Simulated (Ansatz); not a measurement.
CHBrO: structure from calculated spectroscopic constants

These gas-phase data were calculated for one isomer of CHBrO at PBE0-D3(BJ)/def2-SVP (harmonic, unscaled wavenumbers; equilibrium rotational constants with average atomic masses):

| Quantity | Value |
| --- | --- |
| rotational constants | 68.44, 4.303, 4.048 GHz |
| all wavenumbers above 1500 cm⁻¹ | 3762 |

Candidates:

(1) `O[C]Br`, a singlet
(2) `O=CBr`, a singlet

Which structure fits?

Candidate (1). The band at 3762 cm⁻¹ lies where the O–H stretch is expected; (2) has no mode between 3300 and 4000 cm⁻¹.

The same quantities for all candidates:

```tsv
	rotational constants (GHz)	wavenumbers above 1500 cm⁻¹	E above the lowest, PBE0-D3(BJ)/def2-SVP (kcal/mol)
(1)	68.44, 4.303, 4.048	3762	50.7
(2)	75.34, 4.061, 3.853	3063, 1926	0.0
```

Harmonic stretches to hydrogen usually lie a few per cent above observed fundamentals. Each candidate is one conformer. Programs: Ansatz 0.2.0.
